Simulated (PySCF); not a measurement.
How methods differ on the excitation energy of Cu²⁺

Cu²⁺ [Ar] 3d9 (2D) → Cu²⁺ [Ar] 3d8 4s1 (4F), as a difference of total energies. Computed with PySCF 2.14 in aug-cc-pVQZ-PP with ECP10MDF (7s7p6d4f3g2h, 135 functions), with scalar relativity through the core potential. Correlated levels: valence: 3s2 3p6 frozen. The calculations carry no spin-orbit coupling.

| method | excitation energy (cm⁻¹) |
| --- | --- |
| UHF | 46334 |
| LDA | 61296 |
| PBE | 57156 |
| PBE0 | 56577 |
| r2SCAN | 50708 |
| TPSSh | 56974 |
| revPBE | 57049 |
| M06-2X | 65467 |
| MP2 (valence) | 63030 |
| SCS-MP2 (valence) | 62850 |
